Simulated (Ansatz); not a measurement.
Relaxation of BF₂H₄N (8 atoms, charge 0, multiplicity 1), to a largest force component of 0.03 eV/Å in at most 50 steps.

All numbers below come from RKS B3LYP/def2-SVP in Ansatz.

```xyz
8
Properties=species:S:1:pos:R:3
B -0.435 -0.639 -0.226
H 0.845 1.032 -1.495
F 0.326 -1.599 -0.737
F -1.537 -0.287 -0.875
H 0.835 1.103 -0.796
N -0.076 0.004 1.045
H -0.678 0.685 1.490
H 0.719 -0.298 1.593
```

Problem. Where does it end, and by what steps?

Solution. The forces met the threshold. The force dipped under the threshold on the way, but the program's further checks kept it going. After 19 steps the energy has fallen by 0.317 eV; H2 moved furthest, 1.22 Å.

| step | energy less start (eV) | largest force component (eV/Å) | accepted |
| --- | --- | --- | --- |
| 0 | 0.0000 | 2.594 | yes |
| 1 | -0.2218 | 0.859 | yes |
| 2 | -0.2667 | 0.436 | yes |
| 3 | -0.2891 | 0.171 | yes |
| 4 | -0.2916 | 0.055 | yes |
| 5 | -0.2939 | 0.050 | yes |
| 6 | -0.2945 | 0.507 | yes |
| 7 | -0.3003 | 0.213 | yes |
| 8 | -0.3043 | 0.062 | yes |
| 9 | -0.3054 | 0.227 | yes |
| 10 | -0.3101 | 0.023 | yes |
| 11 | -0.2610 | 1.098 | no |
| 12 | -0.3121 | 0.097 | yes |
| 13 | -0.3131 | 0.190 | yes |
| 14 | -0.3148 | 0.076 | yes |
| 15 | -0.3159 | 0.011 | yes |
| 16 | -0.3167 | 0.038 | yes |
| 17 | -0.3165 | 0.100 | no |
| 18 | -0.3169 | 0.019 | yes |
| 19 | -0.3170 | 0.016 | yes |

```xyz
8
Properties=species:S:1:pos:R:3
B -0.734 -1.037 0.024
H 1.541 2.031 -1.437
F -0.106 -2.164 -0.307
F -1.965 -0.851 -0.448
H 1.156 1.530 -1.010
N -0.120 -0.081 0.842
H -0.581 0.777 1.116
H 0.810 -0.205 1.221
```

Time of the run: 22 s on 2 threads of Arm Neoverse V2, on a shared host, peak memory 0.14 GiB.
